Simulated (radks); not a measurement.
Ionisation of the argon ion Ar2+, [Ne] 3s2 3p4, to [Ne] 3s2 3p3 as the strength of local exchange is varied. All-electron calculation, Dirac Kohn-Sham, Slater X-alpha exchange (alpha = 2/3 is LDA exchange), no correlation, spin-unpolarised, spherical densities, finite nucleus; open shells fill j = l - 1/2 first; Fermi nuclear charge, rms radius 3.4274 fm. Program: a radial shooting solver on a logarithmic mesh with Libxc functionals.

alpha,E(Ar2+) (hartree),exchange (hartree),IE (eV),-e of the level emptied (eV),<r> of it (bohr)
0.599,-522.10020,-24.27684,39.736,32.671 (3p3/2),1.494
0.611,-522.58673,-24.78157,39.959,32.883 (3p3/2),1.491
0.667,-524.86196,-27.14651,41.007,33.881 (3p3/2),1.477
0.746,-528.08504,-30.50947,42.510,35.314 (3p3/2),1.458
0.788,-529.80494,-32.31009,43.320,36.088 (3p3/2),1.448
0.801,-530.33819,-32.86921,43.573,36.329 (3p3/2),1.445

NIST Atomic Spectra Database: 40.74 eV (semi-empirical). The Delta-SCF value meets it near alpha = 0.65. Spin polarisation and multiplet splitting are left out, so open shells lie too high by an amount that depends on their filling.

Beside tabulated values, note that spin-unpolarised runs miss the spin-polarisation part of the exchange energy of open shells.
